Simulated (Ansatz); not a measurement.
**How the barrier moves along a series**

Four-centre ligand exchange: in every member these bonds form or tighten: F–H, Si–Si; these break or loosen: F–Si, H–Si. Only the spectator groups change.

Gas-phase electronic energies, without zero-point energy, by CCSD(T) at an estimated basis limit (MP2 extrapolated from triple and quadruple zeta, plus CCSD(T) − MP2 in triple zeta); Ansatz 0.2.0, def2-TZVPP and QZVPP, frozen cores, on PBE0-D4/def2-TZVP structures. Extrapolation: Hartree–Fock as exp(−7.88 √X), correlation as X^−2.97. All energies, in kcal/mol, count from the separated reactants, without counterpoise correction; the start and end structures are the complexes reached by relaxing down from the saddle, and deeper ones may exist. Brackets give SMILES, or, where every atom is bracketed, only which atoms are joined. Steps whose reference was doubtful or whose search ended elsewhere are left out.

| reactants | products | start structure | saddle | end structure | saddle by PBE0-D4/TZ |
| --- | --- | --- | --- | --- | --- |
| SiHF₃ ([F][SiH]([F])[F]) + SiH₄ | Si₂H₄F₂ ([F][SiH]([F])[SiH3]) + HF | -1.04 | 74.36 | 36.42 | 65.37 |
| SiH₃OF ([OH][SiH2][F]) + SiH₄ | Si₂H₆O ([OH][SiH2][SiH3]) + HF | -0.90 | 70.10 | 34.41 | 61.04 |
| SiNH₄F ([NH2][SiH2][F]) + SiH₄ | Si₂NH₇ ([NH2][SiH2][SiH3]) + HF | -1.65 | ? | 35.41 | 59.57 |
| Si₂H₅F ([F][SiH2][SiH3]) + SiH₄ | Si₃H₈ ([SiH3][SiH2][SiH3]) + HF | -1.51 | 65.76 | 24.34 | 57.17 |

Problem. What is the height of the saddle for SiNH₄F ([NH2][SiH2][F]) + SiH₄? (To be estimated.)

Solution. Computed: 68.48 kcal/mol relative to the separated reactants, between the members at 65.76 and 70.10; above its start structure the barrier is 68.48 − (-1.65) ≈ 70.13 kcal/mol.

Problem. How do the PBE0-D4 saddles lie against the coupled-cluster estimate?

Solution. All lower, by 8.58 to 9.06 kcal/mol.

T1 diagnostic: at most 0.015.

For scale, one of the runs: CCSD(T)/def2-TZVPP, 283 basis functions, launched by `ansatz run in.yaml --threads 8 --pin off --events-out ev --progress --plain --max-ram 19148MiB`. Hardware: 8 CPU threads of an Arm Neoverse V2, shared host. Wall time 78 s; peak host memory 7.6 GiB.
